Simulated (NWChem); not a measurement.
System: C₂H₆STe; SMILES CS[Te]C

Output (shortened):

```
             Northwest Computational Chemistry Package (NWChem) 7.3.0
             --------------------------------------------------------

 C1  symmetry detected

                             Geometry "geometry" -> ""
                             -------------------------

 Output coordinates in angstroms (scale by  1.889725989 to convert to a.u.)

  No.       Tag          Charge          X              Y              Z
 ---- ---------------- ---------- -------------- -------------- --------------
    1 Te                  52.0000     0.33933257    -0.71199037    -0.06127556
    2 C                    6.0000    -1.76573927    -1.24453924     0.17731270
    3 H                    1.0000    -1.84098366    -2.34185508     0.04671953
    4 H                    1.0000    -2.37482954    -0.72969700    -0.58688078
    5 H                    1.0000    -2.08410055    -0.95994412     1.19583628
    6 S                   16.0000     0.15298981     1.59763252     0.64590182
    7 C                    6.0000    -0.32340277     2.48247295    -0.88713976
    8 H                    1.0000     0.43941997     2.35947415    -1.67920048
    9 H                    1.0000    -0.38558806     3.55419237    -0.60694245
   10 H                    1.0000    -1.31219645     2.15160636    -1.25866955

 Effective nuclear repulsion energy (a.u.)     446.9685739735

                                 NWChem DFT Module
                                 -----------------

 Summary of "ao basis" -> "ao basis" (spherical)
 ------------------------------------------------------------------------------
       Tag                 Description            Shells   Functions and Types
 ---------------- ------------------------------  ------  ---------------------
 Te                         def2-svp                10       26   4s4p2d
 C                          def2-svp                 6       14   3s2p1d
 H                          def2-svp                 3        5   2s1p
 S                          def2-svp                 8       18   4s3p1d

            General Information
            -------------------
          SCF calculation type: DFT
          Wavefunction type:  closed shell.
          No. of atoms     :    10
          No. of electrons :    58
           Alpha electrons :    29
            Beta electrons :    29
          Charge           :     0
          Spin multiplicity:     1
          Use of symmetry is: off; symmetry adaption is: off
          Maximum number of iterations: 150
          AO basis - number of functions:   102
                     number of shells:    48
          Convergence on energy requested:  1.00D-06
          Convergence on density requested:  1.00D-05
          Convergence on gradient requested:  5.00D-04

              XC Information
              --------------
                   Becke 97-D Method XC Functional
                  Becke 1997-D Exchange Functional  1.000
                Becke 1997-D Correlation Potential  1.000

             Grid Information
             ----------------
          Grid used for XC integration:  medium
          Radial quadrature: Mura-Knowles
          Angular quadrature: Lebedev.
          Tag              B.-S. Rad. Rad. Pts. Rad. Cut. Ang. Pts.
          ---              ---------- --------- --------- ---------
          Te                  1.40      123          11.0       590
          C                   0.70       49          12.0       434
          H                   0.35       45          14.0       434
          S                   1.00       88          11.0       590
          Grid pruning is: on
          Number of quadrature shells:   579
          Spatial weights used:  Erf1

      Superposition of Atomic Density Guess
      -------------------------------------

 Sum of atomic energies:        -786.81633196

      Non-variational initial energy
      ------------------------------

 Total energy =    -744.054087
 1-e energy   =   -1625.747323
 2-e energy   =     627.776240
 HOMO         =      -0.226967
 LUMO         =      -0.027376

     ---------------------------------------------
      Total Density - Mulliken Population Analysis
     ---------------------------------------------

    Atom       Charge   Shell Charges
 -----------   ------   -------------------------------------------------------
    1 Te  24    23.82   1.77  0.27  1.21  0.64  2.89  3.15  1.95  1.87  9.85  0.24
    2 C    6     6.40   1.99  0.95  0.32  1.94  1.19  0.02
    3 H    1     0.87   0.66  0.19  0.03
    4 H    1     0.88   0.66  0.19  0.03
    5 H    1     0.88   0.66  0.19  0.03
    6 S   16    16.26   2.00  1.99  1.20  0.68  5.94  1.69  2.71  0.05
    7 C    6     6.23   1.99  0.95  0.26  1.92  1.09  0.02
    8 H    1     0.89   0.67  0.20  0.02
    9 H    1     0.88   0.66  0.20  0.02
   10 H    1     0.89   0.67  0.19  0.02

   convergence    iter        energy       DeltaE   RMS-Dens  Diis-err
 ---------------- ----- ----------------- --------- --------- ---------
 d= 0,ls=0.0,diis     1   -746.2526729432 -1.00D+03  1.07D-02  3.16D-01
 d= 0,ls=0.0,diis     2   -746.2754790106 -2.28D-02  5.63D-03  1.19D-01
 d= 0,ls=0.0,diis     3   -746.2854010977 -9.92D-03  2.65D-03  6.29D-02
 d= 0,ls=0.0,diis     4   -746.2936810230 -8.28D-03  1.02D-03  7.42D-03
 d= 0,ls=0.0,diis     5   -746.2948561817 -1.18D-03  2.43D-04  3.15D-04
  Resetting Diis
 d= 0,ls=0.0,diis     6   -746.2949097031 -5.35D-05  7.92D-05  5.01D-05
 d= 0,ls=0.0,diis     7   -746.2949172479 -7.54D-06  4.75D-05  3.19D-06
 d= 0,ls=0.0,diis     8   -746.2949162160  1.03D-06  3.17D-05  9.31D-06
 d= 0,ls=0.0,diis     9   -746.2949177760 -1.56D-06  5.14D-06  2.06D-07
 d= 0,ls=0.0,diis    10   -746.2949178093 -3.33D-08  1.32D-06  1.18D-08

         Total DFT energy =     -746.294917809310
      One electron energy =    -1629.738830828562
           Coulomb energy =      689.513561367245
    Exchange-Corr. energy =      -59.978072647892
 Nuclear repulsion energy =      253.916995859854

    Dispersion correction =       -0.008571559955

 Numeric. integr. density =       58.000057636152

                       DFT Final Molecular Orbital Analysis
                       ------------------------------------

 Vector   27  Occ=2.000000D+00  E=-2.634265D-01
              MO Center=  1.6D-01,  6.3D-01,  2.5D-01, r^2= 4.3D+00
   Bfn.  Coefficient  Atom+Function         Bfn.  Coefficient  Atom+Function
  ----- ------------  ---------------      ----- ------------  ---------------
    12      0.317625   1 Te py               67     -0.285095   6 S  py
    68     -0.269828   6 S  pz               64     -0.231315   6 S  py
    11     -0.222169   1 Te px               65     -0.209946   6 S  pz
    15      0.190711   1 Te py                4     -0.166001   1 Te s
    59     -0.148152   6 S  s                14     -0.146069   1 Te px

 Vector   28  Occ=2.000000D+00  E=-2.001828D-01
              MO Center=  2.1D-02,  1.3D+00,  4.5D-01, r^2= 2.8D+00
   Bfn.  Coefficient  Atom+Function         Bfn.  Coefficient  Atom+Function
  ----- ------------  ---------------      ----- ------------  ---------------
    66      0.599161   6 S  px               63      0.420659   6 S  px
    60      0.236595   6 S  px               29      0.158524   2 C  s
    30      0.148473   2 C  px               68     -0.140787   6 S  pz
    98      0.125920  10 H  s                88     -0.124090   8 H  s
    33      0.114821   2 C  px               77     -0.103217   7 C  px

 Vector   29  Occ=2.000000D+00  E=-1.813983D-01
              MO Center=  2.4D-01, -5.3D-01, -5.3D-02, r^2= 3.0D+00
   Bfn.  Coefficient  Atom+Function         Bfn.  Coefficient  Atom+Function
  ----- ------------  ---------------      ----- ------------  ---------------
    13      0.559986   1 Te pz               16      0.524986   1 Te pz
    10     -0.219448   1 Te pz                7     -0.170264   1 Te pz
    76      0.152419   7 C  s                12     -0.134471   1 Te py
    59     -0.129312   6 S  s                15     -0.126338   1 Te py
    14      0.092946   1 Te px               46      0.090628   4 H  s

 Vector   30  Occ=0.000000D+00  E=-7.573550D-02
              MO Center=  2.7D-01, -6.4D-03,  1.0D-01, r^2= 4.2D+00
   Bfn.  Coefficient  Atom+Function         Bfn.  Coefficient  Atom+Function
  ----- ------------  ---------------      ----- ------------  ---------------
    15      0.687708   1 Te py               67      0.570874   6 S  py
    12      0.463939   1 Te py               59     -0.338592   6 S  s
    64      0.285199   6 S  py               68      0.247756   6 S  pz
     3      0.243894   1 Te s                58     -0.194246   6 S  s
    16      0.185303   1 Te pz                9     -0.175812   1 Te py

 Vector   31  Occ=0.000000D+00  E=-2.854074D-02
              MO Center= -2.6D-01, -7.0D-01,  5.4D-03, r^2= 4.3D+00
   Bfn.  Coefficient  Atom+Function         Bfn.  Coefficient  Atom+Function
  ----- ------------  ---------------      ----- ------------  ---------------
    29      1.016482   2 C  s                14      0.859606   1 Te px
    33      0.485794   2 C  px                4     -0.444329   1 Te s
    11      0.389895   1 Te px               30      0.336360   2 C  px
     3     -0.297919   1 Te s                47     -0.241288   4 H  s
    28      0.228930   2 C  s                42     -0.212768   3 H  s

 Vector   32  Occ=0.000000D+00  E= 2.161797D-02
              MO Center= -2.5D-01,  1.9D+00, -3.2D-01, r^2= 4.6D+00
   Bfn.  Coefficient  Atom+Function         Bfn.  Coefficient  Atom+Function
  ----- ------------  ---------------      ----- ------------  ---------------
    76      1.875586   7 C  s                68      0.752673   6 S  pz
    59     -0.723924   6 S  s                99     -0.674052  10 H  s
    94     -0.608237   9 H  s                89     -0.568163   8 H  s
    67     -0.392124   6 S  py               82      0.376252   7 C  pz
    75      0.327859   7 C  s                47     -0.280638   4 H  s

[...]
```

Level: B97-D/def2-SVP with def2 effective core potentials on Te. Geometry: optimised at PBE-D3(BJ)/def2-SVP. No frequency run checked for a minimum. def2 effective core potentials on Te; no spin-orbit coupling.

Reconstruct the input file.

One answer among several that fit: the input that was run:
```
start job
memory heap 200 mb stack 900 mb global 1100 mb
geometry units angstroms noautoz
  Te     0.317641    -0.721650    -0.016525
  C     -1.805500    -1.204575     0.159304
  H     -1.901037    -2.301583     0.039870
  H     -2.377667    -0.686490    -0.630796
  H     -2.150419    -0.899747     1.163221
  S      0.160193     1.600565     0.655568
  C     -0.246030     2.475552    -0.903114
  H      0.539247     2.325447    -1.668095
  H     -0.293264     3.551953    -0.638369
  H     -1.229363     2.161697    -1.302828
end
basis spherical
  Te library def2-svp
  C library def2-svp
  H library def2-svp
  S library def2-svp
end
ecp
  Te library def2-ecp
end
dft
  xc becke97-d
  disp vdw 2
  iterations 150
  mulliken
end
task dft energy
```
